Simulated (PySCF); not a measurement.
## [Pb(H2O)6]4+ at several levels of theory

Computed with PySCF 2.14.0 (density fitting, no spin-orbit coupling) at the geometry relaxed with PBE0:

```xyz
19
[Pb(H2O)6]4+ (singlet)
Pb    0.0000    0.0000    0.0000
O     0.0000    0.0000    2.2175
H     0.8017   -0.0068    2.7981
H    -0.8017    0.0068    2.7981
O     0.0000    0.0000   -2.2175
H     0.8017    0.0068   -2.7981
H    -0.8017   -0.0068   -2.7981
O     2.2175    0.0000    0.0000
H     2.7981   -0.8017   -0.0014
H     2.7981    0.8017    0.0014
O     0.0000    2.2176    0.0000
H     0.0074    2.7982    0.8018
H    -0.0074    2.7982   -0.8018
O    -2.2175    0.0000    0.0000
H    -2.7981    0.8017   -0.0014
H    -2.7981   -0.8017    0.0014
O     0.0000   -2.2176    0.0000
H    -0.0074   -2.7982    0.8018
H     0.0074   -2.7982   -0.8018
```

| level | basis | state | HOMO (eV) | gap (eV) | charge on Pb1 (e) | dipole about the centre of mass (D) | largest force component (eV/Å) |
| --- | --- | --- | --- | --- | --- | --- | --- |
| PBE0 | Pb def2-SVP with ECP60, O def2-SVP, H def2-SVP | singlet | -28.65 | 4.96 | 1.52 | 0.00 | 0.01 |
| M06-L | the same | singlet | -27.19 | 2.77 | 1.71 | 0.00 | 0.23 |
| BP86 | the same | singlet | -26.73 | 2.21 | 1.28 | 0.00 | 0.42 |

Charges are Mulliken's, which hang on the basis. The relaxation used the grid (50, 194), these runs (75, 302) or, all-electron (x2c bases, spin-free X2C Hamiltonian), (99, 590).

**Question.** What does PBE0 with Pb def2-TZVP with ECP60, O def2-TZVP, H def2-TZVP give here?

**Answer.** state singlet, HOMO (eV) -28.64, gap (eV) 5.05, charge on Pb1 (e) 1.76, dipole about the centre of mass (D) 0.00, largest force component (eV/Å) 0.18. Time: 37 s on 4 threads of Intel(R) Xeon(R) Platinum 8488C (Sapphire Rapids), with other jobs on the host, from free ions and atoms.

In the first row's basis the gap widens with exact exchange: 2.2 to 2.8 eV for BP86, M06-L (none); 5.0 eV for PBE0 (a fixed share).
